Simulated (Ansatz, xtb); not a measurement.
System: C2HClF, net charge 0, doublet state. It need not be the lowest isomer of its formula. 
Geometry from a B3LYP-D3(BJ)/def2-TZVP (Ansatz, an electronic-structure program) optimisation:
```
C
C 1 1.3102
F 2 1.3002 1 132.13
H 1 1.0773 2 121.70 3 -180.00
Cl 1 1.7458 4 115.71 2 -180.00
```
Charge 0, spin multiplicity 2.

Harmonic wavenumbers from GFN2-xTB (xtb, at its own minimum), cm⁻¹: 141, 339, 536, 601, 748, 1040, 1139, 1798, 3132.

Problem. Give the harmonic wavenumbers at B3LYP-D3(BJ)/def2-TZVP (Ansatz, finite differences of forces, unscaled).

Solution. 178, 411, 641, 752, 756, 1063, 1264, 1729, 3244 cm⁻¹. Zero-point energy 14.3 kcal/mol.

Problem. From these and the geometry, give the ideal-gas thermochemistry at 298.15 K and 1 atm (rigid rotor, harmonic oscillator).

Solution. Point group Cs, rotational symmetry number 1. Rotational constants 18.92, 3.519, 2.967 GHz. S(trans) 39.03, S(rot) 24.90, S(vib) 4.26, S(elec, spin only) 1.38, S 69.6 cal/(mol K). H(298) - H(0) 3.16 kcal/mol; G - E(el) -3.2 kcal/mol.
